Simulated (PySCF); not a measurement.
# Cl₃Sn, SMILES `[Cl][Sn]([Cl])[Cl]` (charge 0, multiplicity 2)

The numbers are results of TPSSh-D3(BJ)/def2-TZVP // B3LYP-D3(BJ)/def2-TZVP run with PySCF, not measurements.

```yaml
highest_occupied_spin_orbital: -7.27 eV
dipole_moment: 2.08 D
total_energy: -1595.0419 Ha
cost: around 12 core-minutes (rough)
```

```xyz
4

Cl    -1.1909    -1.8499    -0.2123
Sn     0.0005     0.0003     0.6423
Cl    -1.0068     1.9560    -0.2141
Cl     2.1972    -0.1065    -0.2159
```
Charge 0, spin multiplicity 2.
